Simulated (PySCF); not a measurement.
**Nonlinear optical response: 2-(methylthio)benzoic acid (CSc1ccccc1C(=O)O, C8H8O2S)**

Molfile (atoms numbered from 1):
```
C8H8O2S
     RDKit          3D

 19 19  0  0  0  0  0  0  0  0999 V2000
    2.8572   -0.6621   -0.1346 C   0  0  0  0  0  0  0  0  0  0  0  0
    1.7011   -0.4523   -1.5090 S   0  0  0  0  0  0  0  0  0  0  0  0
    0.1202   -0.4270   -0.6953 C   0  0  0  0  0  0  0  0  0  0  0  0
   -0.7169   -1.5158   -0.9730 C   0  0  0  0  0  0  0  0  0  0  0  0
   -2.0080   -1.5947   -0.4603 C   0  0  0  0  0  0  0  0  0  0  0  0
   -2.4936   -0.5738    0.3527 C   0  0  0  0  0  0  0  0  0  0  0  0
   -1.6860    0.5236    0.6238 C   0  0  0  0  0  0  0  0  0  0  0  0
   -0.3842    0.6224    0.1094 C   0  0  0  0  0  0  0  0  0  0  0  0
    0.3945    1.8564    0.4052 C   0  0  0  0  0  0  0  0  0  0  0  0
    1.5784    2.0133    0.2438 O   0  0  0  0  0  0  0  0  0  0  0  0
   -0.3772    2.8416    0.8956 O   0  0  0  0  0  0  0  0  0  0  0  0
    2.8941    0.2469    0.4780 H   0  0  0  0  0  0  0  0  0  0  0  0
    3.8384   -0.8346   -0.5995 H   0  0  0  0  0  0  0  0  0  0  0  0
    2.5895   -1.5414    0.4678 H   0  0  0  0  0  0  0  0  0  0  0  0
   -0.3217   -2.3163   -1.6015 H   0  0  0  0  0  0  0  0  0  0  0  0
   -2.6310   -2.4621   -0.6914 H   0  0  0  0  0  0  0  0  0  0  0  0
   -3.5015   -0.6267    0.7699 H   0  0  0  0  0  0  0  0  0  0  0  0
   -2.0613    1.3382    1.2434 H   0  0  0  0  0  0  0  0  0  0  0  0
    0.2226    3.5836    1.0639 H   0  0  0  0  0  0  0  0  0  0  0  0
  1  2  1  0
  2  3  1  0
  3  4  2  0
  4  5  1  0
  5  6  2  0
  6  7  1  0
  7  8  2  0
  8  9  1  0
  9 10  2  0
  9 11  1  0
  8  3  1  0
  1 12  1  0
  1 13  1  0
  1 14  1  0
  4 15  1  0
  5 16  1  0
  6 17  1  0
  7 18  1  0
 11 19  1  0
M  END
```

The calculation used PySCF 2.14.0, quadratic response CAM-B3LYP/aug-cc-pVDZ first hyperpolarisability, Taylor convention, gas phase. Geometry: PBE0-D3(BJ)/def2-SVP.

**Question.** What is the first hyperpolarisability, and how does it disperse?

**Answer.** In au, Taylor convention; the vector part is βᵢ = ⅓ Σⱼ (βᵢⱼⱼ + βⱼᵢⱼ + βⱼⱼᵢ); β∥ is 3/5 of the vector part along the dipole, the dipole points from − to +:
```csv
process,λ (nm),β vector norm,β∥,β HRS,depolarisation ratio
"static β(0;0,0)",∞,91.7,-5.4,77.2,1.91
"second harmonic β(−2ω;ω,ω)",1907,112.0,-11.7,84.6,2.04
"Pockels β(−ω;ω,0)",1907,97.9,-7.3,–,–
"second harmonic β(−2ω;ω,ω)",1064,182.9,-36.9,109.6,2.49
"Pockels β(−ω;ω,0)",1064,113.6,-12.2,–,–
```

**Question.** Which lowest excitations, dipole and polarisabilities go with it?

**Answer.** S1 3.98 eV (f = 0.030); S2 4.86 eV (f = 0.004); S3 5.09 eV (f = 0.039); dipole 2.61 D; isotropic α 123.9 au static, 124.4 au at 1907 nm, 125.6 au at 1064 nm, 126.0 au at 953.5 nm, 131.4 au at 532 nm.
